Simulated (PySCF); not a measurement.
# Name the molecule from its bond curve

A diatomic of charge 0 contains H. Its doublet curve at PBE0 in a double-zeta basis (no relativity, PySCF), in eV from the separated fragments:

R (Å), E (eV) and a bar:
```
    1.163     -1.992 ###################
    1.217     -2.171 #########
    1.271     -2.277 ###
    1.311     -2.317 #
    1.352     -2.329 
    1.393     -2.318 #
    1.447     -2.274 ###
    1.514     -2.181 ########
    1.595     -2.031 #################
    1.704     -1.790 ##############################
```

The fit gives ωe = 2057 cm⁻¹ and the rotational constant Bₑ = 10.18 cm⁻¹.

**Question.** Which atom is the partner?

**Answer.** The minimum lies at 1.352 Å, so the reduced mass is 16.8576 u Å² cm⁻¹/(Bₑ·Re²) = 0.9059 u. With H at 1.01 u the partner weighs about 8.8 u: Be. The molecule is BeH.

The state was picked by a PBE0 search and need not be the measured ground state.
